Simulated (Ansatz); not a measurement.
Geometry optimisation, RKS B3LYP-D4/def2-SVP (Ansatz 0.2.0).

Input file:

```yaml
crystal:
  periodic: [false, false, false]
  atoms:
    - { symbol: Sn, position_ang: [-0.7736, 0.9999, -0.5515] }
    - { symbol: Si, position_ang: [0.526, -1.4491, 0.3762] }
    - { symbol: H, position_ang: [-0.1299, 1.9841, -1.7962] }
    - { symbol: H, position_ang: [-1.7465, 1.9207, 0.5159] }
    - { symbol: H, position_ang: [-2.0004, 0.0479, -1.446] }
    - { symbol: H, position_ang: [1.0307, 0.3234, 0.71] }
    - { symbol: Cl, position_ang: [1.3794, 2.0217, 0.9624] }
    - { symbol: H, position_ang: [1.6101, -1.8101, 1.2888] }
    - { symbol: H, position_ang: [0.8138, -2.0033, -0.9423] }
    - { symbol: H, position_ang: [-0.7095, -2.0353, 0.8827] }
basis:
  gaussian: { orbitals: def2-SVP }
hamiltonian:
  xc: b3lyp
  dispersion: d4
relax:
  f_tol: 0.15
  max_steps: 25
  restrain:
    - { distance: [0, 6], at: 3.71, k: 30.0 }
    - { distance: [5, 1], at: 2.72, k: 30.0 }
    - { distance: [0, 1], at: 2.5, k: 30.0 }
    - { distance: [5, 6], at: 1.33, k: 30.0 }
```

Launched with:

```bash
$ ansatz run input.yaml --threads 2 --pin off --max-ram 3072MiB --backend cpu --events-out ev --progress --plain --runs-dir out
```

Problem. Where does it end, and by what steps?

Solution. The run converged. The restraints hold the end off the free minimum. After 11 steps the energy has fallen by 1.910 eV (the restraints' own energy left out); H6 moved furthest, 0.91 Å. Joined: H6–Cl7 (1.75 → 1.32 Å).

```json
{"step": "0", "energy less start (eV)": "0.0000", "largest force component (eV/Å)": "1.181", "accepted": "yes"}
{"step": "1", "energy less start (eV)": "-0.2989", "largest force component (eV/Å)": "2.486", "accepted": "yes"}
{"step": "2", "energy less start (eV)": "-0.5215", "largest force component (eV/Å)": "2.632", "accepted": "yes"}
{"step": "3", "energy less start (eV)": "-0.8260", "largest force component (eV/Å)": "3.189", "accepted": "yes"}
{"step": "4", "energy less start (eV)": "-1.4748", "largest force component (eV/Å)": "1.873", "accepted": "yes"}
{"step": "5", "energy less start (eV)": "-1.6693", "largest force component (eV/Å)": "0.754", "accepted": "yes"}
{"step": "6", "energy less start (eV)": "-1.7701", "largest force component (eV/Å)": "0.753", "accepted": "yes"}
{"step": "7", "energy less start (eV)": "-1.7903", "largest force component (eV/Å)": "0.713", "accepted": "yes"}
{"step": "8", "energy less start (eV)": "-1.8735", "largest force component (eV/Å)": "0.922", "accepted": "yes"}
{"step": "9", "energy less start (eV)": "-1.8694", "largest force component (eV/Å)": "1.003", "accepted": "yes"}
{"step": "10", "energy less start (eV)": "-1.9102", "largest force component (eV/Å)": "0.565", "accepted": "yes"}
{"step": "11", "energy less start (eV)": "-1.9105", "largest force component (eV/Å)": "0.617", "accepted": "yes"}
```

```xyz
10
Properties=species:S:1:pos:R:3
Sn -1.039 0.673 -0.733
Si 0.207 -1.338 0.139
H -0.069 1.662 -1.745
H -1.701 1.605 0.545
H -2.347 0.069 -1.681
H 1.700 0.673 1.216
Cl 1.804 1.983 1.259
H 1.331 -0.978 1.062
H 0.811 -2.116 -0.981
H -0.697 -2.234 0.918
```

The run took 100 s on 2 threads of AMD EPYC 7571 (shared host), peak memory 0.26 GiB.
